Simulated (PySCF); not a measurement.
CoF3 (quintet state).
Bonds: Co1–F2, Co1–F3, Co1–F4.

A GFN2-xTB structure was refined with PBE0-D3(BJ)/def2-SVP geometry optimisation, gas phase in PySCF 2.14.0. Its GFN2-xTB values:

| coordinate | GFN2-xTB |
| --- | --- |
| Co1–F2 | 1.729 Å |
| F2–Co1–F3 | 120.0° |

**Question.** How do these coordinates change at the PBE0-D3(BJ)/def2-SVP level?

**Answer.** 
```json
{"coordinate": "Co1–F2", "PBE0-D3(BJ)/def2-SVP (Å or °)": "1.723", "change": "-0.006"}
{"coordinate": "F2–Co1–F3", "PBE0-D3(BJ)/def2-SVP (Å or °)": "119.8", "change": "-0.2"}
```

The energy falls by 0.04 kcal/mol over 3 energy and gradient evaluations, the largest force component goes from 0.0034 to 1.4e-04 Eh/bohr, and the atoms move by 0.005 Å rms after alignment. Among the bonds, Co1–F2, Co1–F3 and Co1–F4 change most and about equally (-0.006 Å). Bonds longer at the end by more than 0.005 Å: 0 of 3; shorter: 3. Rotational constants go from 5938, 5929, 2967 to 5987, 5962, 2987 MHz.

The run used 73 basis functions and 59 SCF cycles in all.

No frequency check. ⟨S²⟩ = 6.010 (exact for a quintet: 6.00).

Neither the SCF state along the optimisation nor the shape of the open-shell metal species was proved the lowest: other solutions of the same spin, or a structure of lower symmetry, can lie below.
